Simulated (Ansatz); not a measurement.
`CCB1CC1`, relaxed with RKS PBE-D4/def2-SVP in Ansatz 0.2.0 from a rough embedded geometry. The force threshold is 0.03 eV/Å; the program also tests the step.

Charge 0, multiplicity 1.

Start:

```xyz
14

C    -0.578    0.204    1.787
C     0.129    1.051    0.835
B     0.320    0.261   -0.529
C     0.934   -0.897   -1.396
C    -0.337   -0.437   -1.846
H    -0.042   -0.741    2.058
H    -1.618   -0.070    1.443
H    -0.756    0.770    2.776
H    -0.436    2.014    0.678
H     1.140    1.346    1.250
H     0.906   -1.918   -0.794
H     1.836   -0.664   -1.979
H    -1.236   -1.088   -1.552
H    -0.261    0.170   -2.731
```

(1) How much energy does the relaxation release, and in how many steps? (Estimate.)

(2) Which bonds change most? (An estimate is asked.)

(3) Give the relaxed structure. (An estimate is asked.)

Results:

(1) Ansatz gave: 80.97 kJ/mol, in 5 steps.

(2) Computed: C4–C5 from 1.424 to 1.554 Å; C1–C2 from 1.458 to 1.551 Å; B3–C5 from 1.628 to 1.542 Å; C4–H11 from 1.186 to 1.105 Å.

(3) Computed: 
```xyz
14

C    -0.608    0.210    1.834
C     0.150    1.063    0.784
B     0.270    0.189   -0.496
C     0.993   -0.922   -1.284
C    -0.380   -0.382   -1.773
H    -0.075   -0.737    2.059
H    -1.627   -0.057    1.485
H    -0.718    0.761    2.790
H    -0.420    1.998    0.597
H     1.143    1.346    1.194
H     1.034   -1.949   -0.877
H     1.881   -0.688   -1.899
H    -1.260   -1.047   -1.709
H    -0.383    0.215   -2.704
```
